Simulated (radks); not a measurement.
Problem. The mean radii <r> (bohr) of the occupied orbitals of an atom or ion are listed with their occupations. Calculated with a radial shooting solver on a logarithmic mesh with Libxc functionals: non-relativistic Kohn-Sham, LDA (Slater exchange, Perdew-Wang correlation), spin-polarised, spherical densities, point nucleus.

orbital  occ.     <r>
1s up       1  0.1309
1s down     1  0.1307
2s up       1  0.5897
2s down     1  0.5941
2p up       1  0.5226

Name the element and its charge. Open shells, if any, are filled with parallel spins first.

Solution. Z = 12, magnesium, charge +7: Mg7+ in [He] 2s2 2p1. The 1s radius gives Z: for a bare nucleus <r> = 1.5/Z, 0.125 bohr for Z = 12, and screening makes it slightly larger (0.1309 here). The occupations add up to 5, and the charge is Z minus that.
